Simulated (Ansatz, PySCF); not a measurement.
Reaction R1 → 2 P1, each structure at its B3LYP-D3(BJ)/def2-TZVP stationary point, reached from a drawn start (curvature not checked).
P1: N atom, charge 0, multiplicity 4.
R1, N2 (SMILES N#N) (charge 0, multiplicity 1):
| atom | x (Å) | y (Å) | z (Å) |
|---|---|---|---|
| N | 0.5455 | 0.0000 | 0.0000 |
| N | -0.5455 | 0.0000 | 0.0000 |

| level | reaction energy (kJ/mol) | minus CCSD(T)/cc-pVQZ |
|---|---|---|
| HF/cc-pVQZ | 485.4 | -445.3 |
| SVWN5/def2-TZVPP | 1116.0 | 185.3 |
| PBE/def2-TZVPP | 1016.9 | 86.2 |
| BLYP/def2-TZVPP | 1003.0 | 72.2 |
| B97M-V/def2-TZVPP | 938.7 | 8.0 |
| PBE0/def2-TZVPP | 941.7 | 10.9 |
| BHLYP/def2-TZVPP | 867.4 | -63.3 |
| M06-2X/def2-TZVPP | 949.3 | 18.6 |
| CAM-B3LYP/def2-TZVPP | 955.9 | 25.1 |
| MP2/cc-pVDZ | 880.8 | -50.0 |
| MP2/cc-pVTZ | 953.8 | 23.0 |
| SCS-MP2/cc-pVDZ | 879.0 | -51.7 |
| SCS-MP2/cc-pVTZ | 965.1 | 34.4 |
| SCS-MP2/cc-pVQZ | 999.0 | 68.3 |
| CCSD/cc-pVDZ | 805.8 | -125.0 |
| CCSD/cc-pVTZ | 867.5 | -63.3 |
| CCSD/cc-pVQZ | 893.3 | -37.5 |
| CCSD(T)/cc-pVDZ | 833.1 | -97.7 |
| CCSD(T)/cc-pVTZ | 903.4 | -27.4 |
| CCSD(T)/cc-pVQZ | 930.8 | 0.0 |

 The comparison column counts from a level with limits of its own.

P less R. No zero-point or thermal terms; singlets are restricted closed shells; open shells are unrestricted.

Frozen-core correlation throughout.

Programs: Ansatz (Gaussian basis) for Hartree–Fock, density functionals and correlated methods; PySCF for M06-2X. No computed number here is a measurement.

Ansatz is an electronic-structure program.
